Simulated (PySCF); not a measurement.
Structure from NMR data

An unknown has the formula C6H13NO2Si. Its calculated NMR data are:

$^{1}$H NMR (600 MHz, computed): δ 6.35 (br, 1H), 4.62 (br, 1H), 4.08 (m, 1H), 3.97 (m, 1H), 3.64 (m, 1H), 3.38 (m, 1H), 0.87 (m, 1H), 0.60 (m, 1H), 0.59 (m, 1H), 0.36 (m, 1H), 0.26 (m, 3H).

$^{13}$C{$^{1}$H} NMR (computed): δ 174.9 (C), 77.3 (CH), 57.3 (CH), 8.9 (CH2), 7.5 (CH2), -8.7 (CH3).

Relativity neglected, one computed conformer, fast rotation and ring inversion assumed for equivalent nuclei, in vacuum. Shielding tensors at PBE0/pcSseg-1 (GIAO); GFN2-xTB structure; PySCF 2.14.0 with density-fitted response routines.

Shifts are taken against calculated references (same method and geometry level): $^{1}$H (31.72 ppm), $^{13}$C (186.93 ppm) vs TMS.

Deduce the structure.

Answers


1. Rings plus π bonds: 2 (1 ring in the answer).
2. 6 carbon signals for 6 carbons: no two carbons are equivalent.
3. Carbon types of the structure: 1 × C, 2 × CH, 2 × CH2, 1 × CH3, leaving 4 H on heteroatoms.
4. δC 174.9: amide carbonyl carbon; lone-pair donation from the attached heteroatom keeps it upfield of a ketone carbonyl.
5. δC 77.3: sp3 CH bonded to O and Si, α to a carbonyl; pulled downfield by the heteroatom.
6. δC 57.3, 8.9, 7.5: three-membered-ring carbon.
7. δC -8.7: methyl carbon bonded to Si; an electropositive neighbour leaves it electron-rich and shielded.
8. δH 6.35, 4.62: hydrogen on an amide-type nitrogen; exchangeable, gas-phase position.
9. δH 3.64: hydrogen on an sp3 CH bonded to O and Si, α to a carbonyl; its carbon carries O, hence the downfield position.
10. δH 3.38, 0.87, 0.60, 0.59, 0.36: hydrogen on a three-membered-ring carbon.

Structure: `C[SiH2][C@H](OC1CC1)C(N)=O`.

The data come from this structure; uniqueness wasn't tested.

Exchangeable OH/NH protons stand at their gas-phase positions; hydrogen bonding in a real sample shifts them, mostly to higher δ. Rotation about the amide-type C–N bond is slow at room temperature, so the two groups on nitrogen are listed apart. Shifts are as computed. Against solution values, carbons near 30 ppm lie about +3 ppm off and those near 130 ppm about +5 ppm. Of 1309 compounds with measured shifts, 239 miss one by over three times the rms of a fit or turn the order of signals round; such compounds aren't used in these exercises. The C=O carbon of an acid or of an amide with N–H lies up to 10 ppm further downfield in solution, through hydrogen bonding that the calculation lacks. Multiplicities follow the n + 1 count of equivalent neighbours, as no J values were calculated; m marks all less simple cases, F and P coupling included.
